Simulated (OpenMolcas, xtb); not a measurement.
## A ladder of methods for CHClGeNO (SMILES O=C=[N][GeH][Cl])

The species is CHClGeNO (6 atoms), meant as a doublet with charge 0. As SMILES, `O=C=[N][GeH][Cl]`. The shape is that of a PBE0-D4/def2-TZVP optimisation. This is one conformer, not always the lowest.

```xyz
6

O     0.0241   -1.6171   -2.2451
C    -0.2429   -1.0200   -1.2847
N    -0.5752   -0.4543   -0.2730
Ge   -0.1533    1.0673    0.6511
Cl    1.9469    0.9762    1.1328
H    -0.9577    0.9839    1.9727
```

Quantity: the energy change with the Ge4–Cl5 bond stretched from 2.157 to 3.235 Å, in eV. The values are calculated.

```
           level             kind     program  value (eV)  CPU time (all runs)
          GFN-FF      force field         xtb        0.27            under 2 s
        GFN2-xTB   semi-empirical         xtb        1.57            under 2 s
        GFN1-xTB   semi-empirical         xtb        2.01            under 2 s
    UHF/def2-SVP     Hartree–Fock  OpenMolcas        2.09                 61 s
 USVWN5/def2-SVP              LDA  OpenMolcas        2.20              1.7 min
  UBLYP/def2-SVP              GGA  OpenMolcas        1.60              1.7 min
  UTPSS/def2-SVP         meta-GGA  OpenMolcas        1.92              2.7 min
UM06-2X/def2-SVP  hybrid meta-GGA  OpenMolcas        2.37              2.1 min
```

All-electron rows without a relativistic Hamiltonian named are non-relativistic. The first shape isn't each level's own minimum. The values span 0.27 to 2.37 eV. Spin contamination of the reference (⟨S²⟩ at least 0.1 too high) touches UHF/def2-SVP. Times are those of the runs behind each value, whatever else they computed, on shared processors of several kinds: orders of magnitude only.
